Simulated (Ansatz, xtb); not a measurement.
## Isomers of C3H9BO in order of energy

5 gas-phase structures of C3H9BO, from a drawn sample of its isomers (lower ones may exist). Each was relaxed with GFN2-xTB; where two conformers were screened, the lower at r2SCAN-D4/def2-SVP is listed:

A. `BC(C)(C)O`, a singlet
B. `BCCCO`, a singlet
C. `BC[C@@H](C)O`, a singlet
D. `B[C@@H](C)CO`, a singlet
E. `B[C@@H](O)CC`, a singlet

**Question.** Estimate their order in r2SCAN-D4/def2-SVP energy at these geometries, lowest first.

**Answer.** Calculated order at r2SCAN-D4/def2-SVP: C (0.000), A (0.166), B (0.207), D (0.242), E (0.251) eV. Less than 1 kcal/mol parts A and B; B and D; D and E, so the order within those pairs means little.

Energies above the lowest of each column, in eV; the last columns are at PBE-D3(BJ)/def2-SVP geometries:

| structure | GFN2-xTB | HF/STO-3G | r2SCAN-D4/def2-SVP | PBE-D3(BJ)/def2-SVP | CCSD(T)/def2-SVP + ΔMP2/def2-TZVPP |
| --- | --- | --- | --- | --- | --- |
| C | 0.000 | 0.000 | 0.000 | 0.000 | 0.000 |
| A | 0.190 | 0.132 | 0.166 | 0.123 | 0.223 |
| B | 0.168 | 0.103 | 0.207 | 0.196 | 0.179 |
| D | 0.193 | 0.164 | 0.242 | 0.199 | 0.217 |
| E | 0.218 | 0.138 | 0.251 | 0.242 | 0.236 |

Every level run on C puts it lowest or level with the lowest. CCSD(T)/def2-SVP + ΔMP2/def2-TZVPP orders those it was run on as C (0.000), B (0.179), D (0.217), A (0.223), E (0.236) eV. Less than 1 kcal/mol parts B and D; D and A; A and E, so the order within those pairs means little. Flexible structures stand in one conformer each, not always the lowest. ΔMP2 is the change of the MP2 energy from the smaller to the larger basis.

Over these structures GFN2-xTB departs from r2SCAN-D4/def2-SVP by 0.025 eV on average once a common shift is removed. A GFN2-xTB relaxation took about 0.36 s and the r2SCAN-D4/def2-SVP energy about 4.2 s on a shared host (Ansatz 0.2.0, xtb 6.7.1).
